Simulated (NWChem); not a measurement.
System: C4H4FN; SMILES C/C(C#N)=C\F

Input file for NWChem:

```
start job
memory heap 200 mb stack 900 mb global 1100 mb
geometry units angstroms noautoz
  C      1.628068    -0.179618     0.000000
  C      0.153419     0.096480     0.000000
  C     -0.296632     1.454398     0.000000
  N     -0.629673     2.565726     0.000000
  C     -0.786655    -0.861242     0.000000
  F     -0.471023    -2.142775     0.000000
  H      1.813286    -1.260862     0.000000
  H      2.106525     0.261851     0.887475
  H      2.106525     0.261851    -0.887475
  H     -1.863995    -0.674982     0.000000
end
basis spherical
  C library 6-31g*
  N library 6-31g*
  F library 6-31g*
  H library 6-31g*
end
dft
  xc m06-l
  iterations 150
  mulliken
end
task dft energy
```

Excerpt of the output:

```
             Northwest Computational Chemistry Package (NWChem) 7.3.0
             --------------------------------------------------------

 CS  symmetry detected

                             Geometry "geometry" -> ""
                             -------------------------

 Output coordinates in angstroms (scale by  1.889725989 to convert to a.u.)

  No.       Tag          Charge          X              Y              Z
 ---- ---------------- ---------- -------------- -------------- --------------
    1 C                    6.0000     1.62961557    -0.22763267     0.00000000
    2 C                    6.0000     0.16230324     0.08512011     0.00000000
    3 C                    6.0000    -0.25377588     1.45382949     0.00000000
    4 N                    7.0000    -0.55902506     2.57311014     0.00000000
    5 C                    6.0000    -0.80134033    -0.84888289     0.00000000
    6 F                    9.0000    -0.51773537    -2.13788197     0.00000000
    7 H                    1.0000     1.78783716    -1.31315569     0.00000000
    8 H                    1.0000     2.11892313     0.20177865     0.88747500
    9 H                    1.0000     2.11892313     0.20177865    -0.88747500
   10 H                    1.0000    -1.87370529    -0.63583907     0.00000000

 Effective nuclear repulsion energy (a.u.)     200.7771786078

      Symmetry information
      --------------------

 Group name             Cs
 Group number              2
 Group order               2
 No. of unique centers     9

                                 NWChem DFT Module
                                 -----------------

 Summary of "ao basis" -> "ao basis" (spherical)
 ------------------------------------------------------------------------------
       Tag                 Description            Shells   Functions and Types
 ---------------- ------------------------------  ------  ---------------------
 C                           6-31g*                  6       14   3s2p1d
 N                           6-31g*                  6       14   3s2p1d
 F                           6-31g*                  6       14   3s2p1d
 H                           6-31g*                  2        2   2s

      Symmetry analysis of basis
      --------------------------

        a'         66
        a"         26

            General Information
            -------------------
          SCF calculation type: DFT
          Wavefunction type:  closed shell.
          No. of atoms     :    10
          No. of electrons :    44
           Alpha electrons :    22
            Beta electrons :    22
          Charge           :     0
          Spin multiplicity:     1
          Use of symmetry is: on ; symmetry adaption is: on
          Maximum number of iterations: 150
          AO basis - number of functions:    92
                     number of shells:    44
          Convergence on energy requested:  1.00D-06
          Convergence on density requested:  1.00D-05
          Convergence on gradient requested:  5.00D-04

              XC Information
              --------------
                        M06-L Method XC Functional
                         M06-L Exchange Functional  1.000
                       M06-L Correlation Potential  1.000

             Grid Information
             ----------------
          Grid used for XC integration:  medium
          Radial quadrature: Mura-Knowles
          Angular quadrature: Lebedev.
          Tag              B.-S. Rad. Rad. Pts. Rad. Cut. Ang. Pts.
          ---              ---------- --------- --------- ---------
          C                   0.70       49          10.0       434
          N                   0.65       49          11.0       434
          F                   0.50       49          11.0       434
          H                   0.35       45          10.0       434
          Grid pruning is: on
          Number of quadrature shells:   429
          Spatial weights used:  Erf1

      Superposition of Atomic Density Guess
      -------------------------------------

 Sum of atomic energies:        -306.30001702

      Non-variational initial energy
      ------------------------------

 Total energy =    -309.282292
 1-e energy   =    -815.504041
 2-e energy   =     305.444571
 HOMO         =      -0.261153
 LUMO         =       0.009729

      Symmetry analysis of molecular orbitals - initial
      -------------------------------------------------

  Numbering of irreducible representations:

     1 a'          2 a"

  Orbital symmetries:

     1 a'          2 a'          3 a'          4 a'          5 a'
     6 a'          7 a'          8 a'          9 a'         10 a'
    11 a'         12 a'         13 a'         14 a"         15 a'
    16 a"         17 a'         18 a'         19 a"         20 a'
    21 a'         22 a"         23 a"         24 a'         25 a"
    26 a'         27 a'         28 a'         29 a'         30 a'
    31 a"         32 a'

     ---------------------------------------------
      Total Density - Mulliken Population Analysis
     ---------------------------------------------

    Atom       Charge   Shell Charges
 -----------   ------   -------------------------------------------------------
    1 C    6     6.66   2.00  0.71  2.02  0.67  1.22  0.03
    2 C    6     6.08   2.00  0.72  1.92  0.45  0.96  0.04
    3 C    6     5.38   2.00  0.73  1.61  0.42  0.56  0.05
    4 N    7     7.89   2.00  0.88  2.45  0.99  1.54  0.03
    5 C    6     5.46   2.00  0.70  1.56  0.49  0.64  0.06
    6 F    9     9.41   2.00  0.94  3.38  1.00  2.08  0.01
    7 H    1     0.76   0.46  0.30
    8 H    1     0.77   0.46  0.30
    9 H    1     0.77   0.46  0.30
   10 H    1     0.82   0.47  0.35

   convergence    iter        energy       DeltaE   RMS-Dens  Diis-err
 ---------------- ----- ----------------- --------- --------- ---------
 d= 0,ls=0.0,diis     1   -309.2013491330 -5.10D+02  2.49D-02  1.05D+00
 d= 0,ls=0.0,diis     2   -308.5592380392  6.42D-01  2.00D-02  5.92D+00
 d= 0,ls=0.0,diis     3   -309.3250185695 -7.66D-01  3.52D-03  1.52D-01
 d= 0,ls=0.0,diis     4   -309.3358003891 -1.08D-02  1.63D-03  6.00D-02
 d= 0,ls=0.0,diis     5   -309.3397350011 -3.93D-03  7.36D-04  3.84D-03
  Resetting Diis
 d= 0,ls=0.0,diis     6   -309.3401019903 -3.67D-04  3.24D-04  1.10D-03
 d= 0,ls=0.0,diis     7   -309.3402470002 -1.45D-04  2.15D-04  6.72D-05
 d= 0,ls=0.0,diis     8   -309.3402280525  1.89D-05  1.25D-04  2.27D-04
 d= 0,ls=0.0,diis     9   -309.3402546344 -2.66D-05  3.64D-05  1.49D-05
 d= 0,ls=0.0,diis    10   -309.3402558462 -1.21D-06  2.04D-05  5.43D-06
 d= 0,ls=0.0,diis    11   -309.3402564186 -5.72D-07  7.77D-06  7.38D-07

         Total DFT energy =     -309.340256418611
      One electron energy =     -818.484665372244
           Coulomb energy =      348.858308303580
    Exchange-Corr. energy =      -40.491077957710
 Nuclear repulsion energy =      200.777178607763

 Numeric. integr. density =       43.999996246498

                  Occupations of the irreducible representations
                  ----------------------------------------------

                     irrep           alpha         beta
                     --------     --------     --------
                     a'               18.0         18.0
                     a"                4.0          4.0

                       DFT Final Molecular Orbital Analysis
                       ------------------------------------

 Vector   20  Occ=2.000000D+00  E=-3.217053D-01  Symmetry=a'
              MO Center= -5.4D-01,  2.5D+00,  2.0D-15, r^2= 1.6D+00
   Bfn.  Coefficient  Atom+Function         Bfn.  Coefficient  Atom+Function
  ----- ------------  ---------------      ----- ------------  ---------------
    46      0.464946   4 N  py               48      0.299361   4 N  s
    50      0.296443   4 N  py               32     -0.262527   3 C  py
    44      0.242831   4 N  s                20      0.153352   2 C  s
    45     -0.141110   4 N  px               18      0.139081   2 C  py
    22      0.137883   2 C  py               36      0.131435   3 C  py

 Vector   21  Occ=2.000000D+00  E=-3.081454D-01  Symmetry=a'
              MO Center= -3.1D-01,  1.8D+00,  6.0D-15, r^2= 2.0D+00
   Bfn.  Coefficient  Atom+Function         Bfn.  Coefficient  Atom+Function
  ----- ------------  ---------------      ----- ------------  ---------------
    45      0.425270   4 N  px               31      0.369457   3 C  px
    49      0.249518   4 N  px               35      0.208247   3 C  px
     3      0.127773   1 C  px               46      0.127356   4 N  py
    17     -0.121760   2 C  px               32      0.088358   3 C  py
    59      0.075861   5 C  px               50      0.074915   4 N  py

 Vector   22  Occ=2.000000D+00  E=-2.446733D-01  Symmetry=a"
              MO Center= -2.5D-01,  1.4D-01,  1.6D-16, r^2= 3.4D+00
   Bfn.  Coefficient  Atom+Function         Bfn.  Coefficient  Atom+Function
  ----- ------------  ---------------      ----- ------------  ---------------
    61      0.347034   5 C  pz               19      0.340274   2 C  pz
    47     -0.291706   4 N  pz               23      0.254507   2 C  pz
    75     -0.251646   6 F  pz               65      0.211378   5 C  pz
    79     -0.205810   6 F  pz               51     -0.198367   4 N  pz
    33     -0.115963   3 C  pz               88     -0.092446   8 H  s

[...]
```

Level: M06-L/6-31G* (spherical d). The geometry was optimised at PBE0/def2-SVP.
